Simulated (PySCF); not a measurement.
**Mayer bond orders and bond lengths**

Compound: bibenzyl, C₁₄H₁₄.
Atom-mapped SMILES: `[cH:1]1[cH:2][cH:3][c:4]([CH2:5][CH2:6][c:7]2[cH:8][cH:9][cH:10][cH:11][cH:12]2)[cH:13][cH:14]1` (hydrogens: H15 on C1; H16 on C2; H17 on C3; H18, H19 on C5; H20, H21 on C6; H22 on C8; H23 on C9; H24 on C10; H25 on C11; H26 on C12; H27 on C13; H28 on C14)

Cartesian coordinates in Å at the PBE0-D3(BJ)/def2-SVP level; atoms count from 1:
```xyz
28
C14H14 angstrom
C      4.6634   -0.3281   -0.3342
C      3.9363   -0.0832   -1.4980
C      2.5544   -0.2629   -1.5103
C      1.8735   -0.6919   -0.3652
C      0.3768   -0.8334   -0.3651
C     -0.3367    0.4638    0.0469
C     -1.8333    0.3208    0.0517
C     -2.5825    0.5738   -1.1031
C     -3.9642    0.3933   -1.1151
C     -4.6226   -0.0468    0.0323
C     -3.8892   -0.3028    1.1898
C     -2.5077   -0.1205    1.1961
C      2.6168   -0.9349    0.7958
C      3.9986   -0.7568    0.8139
H      5.7474   -0.1896   -0.3230
H      4.4492    0.2480   -2.4044
H      1.9903   -0.0720   -2.4282
H      0.0735   -1.6402    0.3216
H      0.0256   -1.1298   -1.3669
H     -0.0364    1.2696   -0.6423
H      0.0174    0.7625    1.0469
H     -2.0729    0.9237   -2.0059
H     -4.5315    0.6010   -2.0258
H     -5.7062   -0.1862    0.0254
H     -4.3968   -0.6435    2.0958
H     -1.9384   -0.3194    2.1092
H      2.1017   -1.2750    1.6991
H      4.5606   -0.9571    1.7295
```

Bond orders from the PBE0/pcSseg-1 density (PySCF). The structure is a single PBE0-D3(BJ)/def2-SVP conformer in the gas phase; no vibrational or solvent corrections.

Question: How far do the computed orders between heavy atoms stray from the drawn ones?

Answer: The largest departure is 0.100, at C7–C8 (drawn aromatic, 1.400), C4–C13 (drawn aromatic, 1.400), C12–C7 (drawn aromatic, 1.400) and C3–C4 (drawn aromatic, 1.401), counting aromatic bonds as 1.5. The bonds drawn aromatic range from 1.40 to 1.44.

Question: Give the Mayer order of every bond between heavy atoms, beside its length.

Answer: 
| bond | drawn as | length (Å) | Mayer order |
| --- | --- | --- | --- |
| C1–C2 | aromatic | 1.394 | 1.429 |
| C2–C3 | aromatic | 1.393 | 1.437 |
| C3–C4 | aromatic | 1.400 | 1.401 |
| C4–C5 | single | 1.503 | 1.077 |
| C5–C6 | single | 1.537 | 0.983 |
| C6–C7 | single | 1.503 | 1.077 |
| C7–C8 | aromatic | 1.400 | 1.400 |
| C8–C9 | aromatic | 1.393 | 1.438 |
| C9–C10 | aromatic | 1.394 | 1.429 |
| C10–C11 | aromatic | 1.394 | 1.429 |
| C11–C12 | aromatic | 1.393 | 1.438 |
| C4–C13 | aromatic | 1.400 | 1.400 |
| C13–C14 | aromatic | 1.393 | 1.438 |
| C14–C1 | aromatic | 1.394 | 1.429 |
| C12–C7 | aromatic | 1.400 | 1.400 |

By pair of heavy elements: C–C: lowest C5–C6 (0.983, 1.537 Å), highest C8–C9, C11–C12, C13–C14 and 1 more (1.438, 1.393 Å). Bonds named together lie within 0.004.

Question: And the bonds to hydrogen?

Answer: C–H: 0.94 to 0.97 (14 bonds).

Question: Sum the orders of all bonds at each heavy atom with more than one neighbour and set the sums beside the valence in the SMILES.

Answer: C1 3.826 (drawn 4), C2 3.829 (drawn 4), C3 3.811 (drawn 4), C4 3.878 (drawn 4), C5 3.938 (drawn 4), C6 3.938 (drawn 4), C7 3.877 (drawn 4), C8 3.811 (drawn 4), C9 3.830 (drawn 4), C10 3.826 (drawn 4), C11 3.830 (drawn 4), C12 3.811 (drawn 4), C13 3.811 (drawn 4), C14 3.830 (drawn 4). Orders between atoms that aren't bonded are not in these sums.

Mayer orders depend on the basis set.
